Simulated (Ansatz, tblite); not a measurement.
Cost and result up the ladder for NbS3⁻ (4 atoms). Charge -1, multiplicity 1. Geometry: PBE-D4/def2-SVPD.

```xyz
4

Nb    0.1123    0.1650   -0.4377
S     2.0282   -0.0840    0.6650
S    -0.9388   -1.7730   -0.7333
S    -1.2017    1.6919    0.5059
```

Ansatz on 4 threads of Arm Neoverse V2 on a shared host; xTB runs through tblite on one thread. Times are rough, summed over both states, and most runs start from the orbitals of an earlier one. PBE0-D4/def2-TZVPD serves as the yardstick here, not as an exact answer. The other state is a doublet.

In the def2 sets Nb takes a core potential; there is no spin–orbit coupling. The xTB rows come from tblite. The structure comes from a short search, and lower isomers may exist.

Raw xTB energies of ions are shifted by several eV.

```csv
level,functions,vertical IE (eV),difference from PBE0-D4/def2-TZVPD (eV)
GFN1-xTB,36,7.91,4.20
GFN2-xTB,36,8.88,5.17
PBE-D4/def2-TZVPD,178,3.48,-0.23
r2SCAN-D4/def2-TZVPD,178,3.60,-0.11
PBE0-D4/def2-TZVPD,178,3.71,0.00
```

Task: Estimate how long each takes.

Result: GFN1-xTB 0.007 s; GFN2-xTB 0.012 s; PBE-D4/def2-TZVPD 5.1 s; PBE0-D4/def2-TZVPD 8.7 s; r2SCAN-D4/def2-TZVPD 13 s. On shared hardware such times vary by a factor of up to 3.
